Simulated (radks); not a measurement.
Results of a calculation; reference values are marked as such.
The nuclear charge of neutral silicon is varied continuously with 14 electrons held in [Ne] 3s2 3p2. Code: a radial shooting solver on a logarithmic mesh with Libxc functionals. Model: scalar-relativistic Kohn-Sham, PBE, spin-polarised, spherical densities, finite nucleus; open shells are filled with parallel spins first; Fermi nuclear charge, rms radius 3.1224 fm. By the Hellmann-Feynman theorem dE/dZ = E(electron-nucleus)/Z, the electronic potential at the nucleus (averaged over a nucleus of fixed radius). The scalar-relativistic energy here is not variational (the density holds large components alone), so the two differ by a part that grows with Z.

Z = 13.8: E (hartree) -280.06883; E(electron-nucleus)/Z (hartree) -48.5196; HOMO 3p; e(HOMO) (eV) -3.019; <r> HOMO (bohr) 2.944
Z = 14: E (hartree) -289.86592; E(electron-nucleus)/Z (hartree) -49.4320; HOMO 3p; e(HOMO) (eV) -4.621; <r> HOMO (bohr) 2.746
Z = 14.2: E (hartree) -299.84544; E(electron-nucleus)/Z (hartree) -50.3429; HOMO 3p; e(HOMO) (eV) -6.391; <r> HOMO (bohr) 2.581
Z = 14.4: E (hartree) -310.00713; E(electron-nucleus)/Z (hartree) -51.2526; HOMO 3p; e(HOMO) (eV) -8.322; <r> HOMO (bohr) 2.441
Z = 14.6: E (hartree) -320.35078; E(electron-nucleus)/Z (hartree) -52.1614; HOMO 3p; e(HOMO) (eV) -10.406; <r> HOMO (bohr) 2.319
Z = 14.8: E (hartree) -330.87624; E(electron-nucleus)/Z (hartree) -53.0695; HOMO 3p; e(HOMO) (eV) -12.639; <r> HOMO (bohr) 2.212
Z = 15: E (hartree) -341.58340; E(electron-nucleus)/Z (hartree) -53.9771; HOMO 3p; e(HOMO) (eV) -15.018; <r> HOMO (bohr) 2.116

The central difference of E at Z = 14 is -49.442 hartree, to compare with the third column; the second derivative is -4.56 hartree.
